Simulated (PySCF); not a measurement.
C5H5N2 (doublet state).
Atom-mapped SMILES: `[H]/[C:1]=[C:2](/[CH2:3][C:4]#[N:5])[N:6]=[CH2:7]` (hydrogens: H8 on C1; H9, H10 on C3; H11, H12 on C7)

Cartesian coordinates in Å at the GFN2-xTB level; atoms count from 1:
```
atom  x, y, z in Å
C1     0.339   -0.738    1.599
C2    -0.027    0.041    0.623
C3    -1.469    0.351    0.270
C4    -1.814   -0.337   -0.948
N5    -2.055   -0.896   -1.916
N6     0.879    0.749   -0.184
C7     1.893    0.259   -0.731
H8     1.256   -1.014    2.066
H9    -1.574    1.427    0.110
H10   -2.135    0.023    1.070
H11    2.534    0.926   -1.290
H12    2.175   -0.794   -0.696
```

The hyperfine couplings belong to this conformer and change with its torsions.

Method: UKS B3LYP, pcH-1 on C H N, non-relativistic, mean-field spin-orbit, GIAO (PySCF 2.14.0). Isolated species at its GFN2-xTB geometry (one conformer only). The geometry wasn't refined by DFT: couplings that depend on bond lengths, twists or pyramidal angles can differ widely from those at the functional's own minimum. The frame is twisted about the C2–N6 bond at this geometry (dihedral C1–C2–N6–C7 = 49°); couplings at other torsion angles weren't computed. Stability of the SCF solution: not tested.

**Question.** Predict the first-order ENDOR lines of C1, C3, C2, C7, C4, N6, H8, H11, H12 and H9/H10 under fast tumbling at B = 3363.9 mT (W band).

**Answer.** For S = 1/2 in fast tumbling each set of equivalent nuclei gives two lines, ν± = |νn ± a/2| to first order, with νn = g_N μN B/h and μN/h = 7.62259 MHz/T.

```
nuclei  isotope     g_N  νn (MHz)  a_iso (MHz)  lower line (MHz)  upper line (MHz)
    C1      13C  1.4048     36.02       321.42            124.69            196.73
    C3      13C  1.4048     36.02        32.87             19.59             52.46
    C2      13C  1.4048     36.02        -8.46             31.79             40.25
    C7      13C  1.4048     36.02        -7.08             32.48             39.56
    C4      13C  1.4048     36.02        -5.93             33.06             38.99
    N6      14N  0.4038     10.35         3.39              8.66             12.05
    H8       1H  5.5857    143.23        30.34            128.06            158.39
   H11       1H  5.5857    143.23        10.87            137.79            148.66
   H12       1H  5.5857    143.23         6.40            140.03            146.42
H9/H10       1H  5.5857    143.23        -1.88            142.28            144.17
```

The rows for 13C, of low natural abundance, apply to labelled samples.

**Question.** Which pairs are centred on the nuclear Larmor frequency, and which on half the coupling?

**Answer.** Centred on νn, since |a| < 2νn: C3, C2, C7, C4, N6, H8, H11, H12 and H9/H10. Centred on |a|/2 and split by 2νn: C1.

**Question.** At what field would the lower line of H8 fall to zero frequency?

**Answer.** Where νn = |a|/2, that is B = 15.17 MHz/(5.5857 × 7.62259 MHz/T) = 356 mT, as far as first order holds there.

Class means assume fast exchange of nuclei equivalent by connectivity; if that motion is slow, each nucleus keeps its own coupling.

On Arm Neoverse V1, one thread, shared host with 32 logical CPUs at a one-minute load of 17, this took 38 s (grids of density and orbitals included) and 0.89 GiB of memory at its peak.
